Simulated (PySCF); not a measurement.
Computed IR spectrum (relative IR intensity) of a molecule C2H6ClFOSi. The structure is a stationary point at PBE-D3(BJ)/def2-SVP. One conformer was computed; it need not be the lowest. Computed with PySCF with PBE-D3(BJ)/def2-SVP. Frequencies are harmonic and unscaled.

| ν (cm⁻¹) | relative intensity |
|---|---|
| 188 | 8.4 |
| 232 | 2.9 |
| 275 | 11 |
| 287 | 15 |
| 309 | 25 |
| 360 | 6.6 |
| 502 | 23 |
| 673 | 3.1 |
| 691 | 39 |
| 788 | 100 |
| 873 | 57 |
| 924 | 25 |
| 945 | 9.3 |
| 962 | 19 |
| 1028 | 7.6 |
| 1226 | 2.6 |
| 1373 | 2.6 |
| 1426 | 2.9 |
| 1431 | 2.7 |
| 2976 | 7.9 |
| 2979 | 4.7 |
| 3063 | 5.8 |
| 3069 | 4.9 |
| 3766 | 38 |

Problem. Identify the compound among the candidates.
A) O[SiH2]C[C@@H](F)Cl
B) CO[Si@H](Cl)CF
C) COC[Si@@H](F)Cl
D) CC[Si](O)(F)Cl

Solution. D, CC[Si](O)(F)Cl
